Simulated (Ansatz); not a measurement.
Ansatz (an electronic-structure program) input (RPA@PBE/cc-pVQZ):

Ansatz 0.2 input:
```yaml
crystal:
  periodic: [false, false, false]
  atoms:
    - {symbol: C, position_ang: [1.98566235, 0.17647926, 0.05180959]}
    - {symbol: O, position_ang: [0.86744066, -0.54529002, -0.16547226]}
    - {symbol: B, position_ang: [-0.42754454, -0.08628986, -0.02575058]}
    - {symbol: C, position_ang: [-1.56009424, -1.12309058, -0.33823430]}
    - {symbol: C, position_ang: [-0.71193697, 1.39541642, 0.42228882]}
    - {symbol: H, position_ang: [1.91888961, 1.20760190, 0.36350026]}
    - {symbol: H, position_ang: [2.91665120, -0.34211898, -0.10564444]}
    - {symbol: H, position_ang: [-1.18210407, -2.10198144, -0.63437834]}
    - {symbol: H, position_ang: [-2.21269882, -0.74721587, -1.13406824]}
    - {symbol: H, position_ang: [-2.21141539, -1.25120531, 0.53348445]}
    - {symbol: H, position_ang: [-1.77809125, 1.61250539, 0.48872084]}
    - {symbol: H, position_ang: [-0.26805493, 2.11479083, -0.27461461]}
    - {symbol: H, position_ang: [-0.26676580, 1.60856235, 1.40034641]}
basis:
  gaussian:
    orbitals: cc-pVQZ
hamiltonian:
  xc: pbe
magnetization: {spin_polarized: true, initial_magnetization: 1}
correlation: {method: rpa, electrons: outside_noble_gas}
```

End of the output:

```
integrals: 4.05 GiB planned
2992 factors; integrals over basis functions are off by at most 1.2e-3 eV
0.75 GiB of the device are held for the grids
5.39 GiB of device memory are held for the factors and their scratch space
mean field: 6.41 GiB planned
mean field evaluation 1: about -5941.3550 eV, gradient 6.4e1 eV
mean field evaluation 2: about -5941.3546 eV, gradient 6.4e1 eV
mean field evaluation 4: about -5958.2585 eV, gradient 1.8e1 eV
mean field evaluation 8: about -5959.4308 eV, gradient 7.0e-1 eV
mean field evaluation 16: about -5959.4331 eV, gradient 6.0e-4 eV
mean field -5959.43308898 eV, -219.0051265713 hartree, gradient 8.4e-6 eV, S^2 0.753614; 0 other end points of the search recorded, 0 dependent functions left out
5 core orbitals not correlated
reference -5928.26930302 eV, -217.8598785608 hartree; 15, 14 occupied and 495, 496 virtual orbitals, 2992 factors
Total energy: -5969.39726979 eV, -219.3713034619 hartree
```

It need not be the lowest isomer of its formula.
